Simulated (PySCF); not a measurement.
Compound: n-SiSiSiSiH10.
Bonds: Si1–Si2, Si2–Si3, Si3–Si4. Hydrogens: H5, H6, H7 on Si1; H8, H9 on Si2; H10, H11 on Si3; H12, H13, H14 on Si4.

Lines to be assigned: Si 1s: 1845.84 (area 2), 1846.17 (area 2) eV; Si 2p3/2: 106.18 (area 2), 106.48 (area 2) eV.

The calculation used delta-SCF UKS SCAN, pcX-2 on the ionised atom, pcseg-1 elsewhere, spin-free X2C in PySCF. The structure is a single PBE0-D3(BJ)/def2-SVP conformer in the gas phase; no vibrational or solvent corrections.

(1) Which silicon gives which Si 1s line?

(2) Assign the Si 2p3/2 lines to atoms.

## Answers

(1) 1845.84 eV: Si2/Si3 (silicon bonded to 2 Si and 2 H); 1846.17 eV: Si1/Si4 (silicon bonded to Si and 3 H). The listed Si 1s values span 0.33 eV, from Si2/Si3 (bonded to 2 H and 2 Si) to Si1/Si4 (bonded to 3 H and Si).

(2) 106.18 eV: Si2/Si3 (silicon bonded to 2 Si and 2 H); 106.48 eV: Si1/Si4 (silicon bonded to Si and 3 H). Lowest listed Si 2p3/2: Si2/Si3, bonded to 2 H and 2 Si. Highest, 0.30 eV above it: Si1/Si4, bonded to 3 H and Si.

Bonded neighbours of each site: Si1/Si4: 3 H and Si; Si2/Si3: 2 H and 2 Si.

Task: What is the longest wavelength that can ionise Si 2p3/2 of Si1/Si4 vertically?

Result: λ = hc/E = 12398.42 eV Å / 106.48 eV = 116.439 Å.

Atoms equivalent by their bonding share one computed value, that of the first of them. 2p3/2 and 2p1/2 are the ΔSCF energy of one spin-free 2p hole plus the eigenvalues of a spin–orbit and ligand-field matrix of the shell. 2p1/2 minus 2p3/2 (ligand field included): Si 0.62 eV.
